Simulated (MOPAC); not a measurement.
Input for MOPAC: PM3 on AlFH2O (SMILES [OH][AlH][F]), a point of a bond scan (R = 1.437 Å).

```
PM3 1SCF PRECISE CHARGE=0 THREADS=1
AlFH2O

Al    -0.22437839 1    -0.36994440 1     0.12139836 1
H     -1.02851550 1    -1.64177396 1     0.51864000 1
F      1.24636186 1    -0.07531748 1     0.81825782 1
O     -0.85471535 1     0.70268961 1    -1.01729409 1
H     -0.22379134 1     1.90974259 1    -1.47553254 1
```

Program output:

```
*******************************************************************************
 **                                                                           **
 **                              MOPAC v23.2.5                                **
 **                                                                           **
 *******************************************************************************
 ** MOPAC's Digital Object Identifier: https://doi.org/10.5281/zenodo.6511958 **
 **                                                                           **
 ** Please cite the open-source release paper for use of this MOPAC version:  **
 ** J. E. Moussa and J. J. P. Stewart (2026)                                  **
 ** MOPAC: An open-source semiempirical molecular orbital program             **
 ** J. Open Source Softw., 11(119), 8025, https://doi.org/10.21105/joss.08025 **
 *******************************************************************************

                              PM3 CALCULATION RESULTS

 *******************************************************************************
 *  PM3        - The PM3 Hamiltonian to be used
 *
 *
 *
 *                 CHARGE ON SYSTEM = 0
 *
 *
 *
 *  PRECISE    - TIGHTER CRITERIA TO BE USED
 *  1SCF       - DO 1 SCF AND THEN STOP
 *  THREADS=1  - MULTI-THREADING NOT USED
 *  T=         - A TIME OF 172800.0 SECONDS REQUESTED
 *  DUMP=N     - RESTART FILE WRITTEN EVERY 7200.0 SECONDS REQUESTED
 *******************************************************************************
PM3 1SCF PRECISE CHARGE=0 THREADS=1
 AlFH2O

   ATOM   CHEMICAL          X               Y               Z
  NUMBER   SYMBOL      (ANGSTROMS)     (ANGSTROMS)     (ANGSTROMS)

     1      Al         -0.22437839  *  -0.36994440  *   0.12139836  *
     2       H         -1.02851550  *  -1.64177396  *   0.51864000  *
     3       F          1.24636186  *  -0.07531748  *   0.81825782  *
     4       O         -0.85471535  *   0.70268961  *  -1.01729409  *
     5       H         -0.22379134  *   1.90974259  *  -1.47553254  *



          CARTESIAN COORDINATES

    NO.       ATOM           X           Y           Z

     1        Al         -0.2244     -0.3699      0.1214
     2         H         -1.0285     -1.6418      0.5186
     3         F          1.2464     -0.0753      0.8183
     4         O         -0.8547      0.7027     -1.0173
     5         H         -0.2238      1.9097     -1.4755

  H: (PM3): J. J. P. STEWART, J. COMP. CHEM. 10, 209 (1989).
  O: (PM3): J. J. P. STEWART, J. COMP. CHEM. 10, 209 (1989).
  F: (PM3): J. J. P. STEWART, J. COMP. CHEM. 10, 209 (1989).
 Al: (PM3): J. J. P. STEWART, J. COMP. CHEM. 10, 209 (1989).

           Empirical Formula: H2 O Al F  =     5 atoms



      MOLECULAR POINT GROUP   :   Cs


      RHF CALCULATION, NO. OF DOUBLY OCCUPIED LEVELS = 9


 -------------------------------------------------------------------------------
 PM3 1SCF PRECISE CHARGE=0 THREADS=1
 AlFH2O



     1SCF WAS SPECIFIED, SO BFGS WAS NOT USED
     SCF FIELD WAS ACHIEVED


                              PM3 CALCULATION
                                                       MOPAC v23.2.5 Linux




          FINAL HEAT OF FORMATION =        -85.15063 KCAL/MOL =    -356.27025 KJ/MOL


          COSMO AREA              =         93.59 SQUARE ANGSTROMS
          COSMO VOLUME            =         77.74 CUBIC ANGSTROMS

          IONIZATION POTENTIAL    =         10.887688 EV
          HOMO LUMO ENERGIES (EV) =        -10.888 -1.531
          NO. OF FILLED LEVELS    =          9
          MOLECULAR WEIGHT        =         63.9951         POINT GROUP:  Cs

          MOLECULAR DIMENSIONS (Angstroms)

            Atom       Atom       Distance
            H     5    H     2     4.15182
            O     4    F     3     2.66264
           Al     1    H     2     0.00000


          SCF CALCULATIONS        =          1





   ATOM   CHEMICAL          X               Y               Z
  NUMBER   SYMBOL      (ANGSTROMS)     (ANGSTROMS)     (ANGSTROMS)

     1      Al         -0.22437839  *  -0.36994440  *   0.12139836  *
     2       H         -1.02851550  *  -1.64177396  *   0.51864000  *
     3       F          1.24636186  *  -0.07531748  *   0.81825782  *
     4       O         -0.85471535  *   0.70268961  *  -1.01729409  *
     5       H         -0.22379134  *   1.90974259  *  -1.47553254  *

                             CARTESIAN COORDINATES

   1   Al       -0.224378390    -0.369944400     0.121398360
   2    H       -1.028515500    -1.641773960     0.518640000
   3    F        1.246361860    -0.075317480     0.818257820
   4    O       -0.854715350     0.702689610    -1.017294090
   5    H       -0.223791340     1.909742590    -1.475532540


           Empirical Formula: H2 O Al F  =     5 atoms



      MOLECULAR POINT GROUP   :   Cs


                  EIGENVALUES
 -33.21892 -20.08946 -16.00054 -15.69526 -15.48089 -14.76165 -12.61355 -12.16810
 -10.88769  -1.53053   0.20768   1.30077   1.87151   2.95013


              NET ATOMIC CHARGES AND DIPOLE CONTRIBUTIONS

  ATOM NO.   TYPE          CHARGE      No. of ELECS.   s-Pop       p-Pop
    1         Al           0.755626        2.2444     0.58443     1.65995
    2          H          -0.187706        1.1877     1.18771
    3          F          -0.302816        7.3028     1.61532     5.68750
    4          O          -0.499789        6.4998     1.82785     4.67194
    5          H           0.234685        0.7653     0.76532
 DIPOLE           X         Y         Z       TOTAL
 POINT-CHG.     0.100     0.713    -0.438     0.843
 HYBRID         0.094     0.574    -0.344     0.676
 SUM            0.194     1.287    -0.783     1.519


          ATOMIC ORBITAL ELECTRON POPULATIONS

     Atom    s        px        py        pz
    1 Al   0.58443   0.57254   0.66069   0.42672
    2  H   1.18771
    3  F   1.61532   1.83450   1.94454   1.90845
    4  O   1.82785   1.63987   1.36502   1.66704
    5  H   0.76532

 **********************
 *                    *
 * JOB ENDED NORMALLY *
 *                    *
 **********************




 == MOPAC DONE ==
```

The run finished.

Cost: very roughly 0.020 core-seconds.
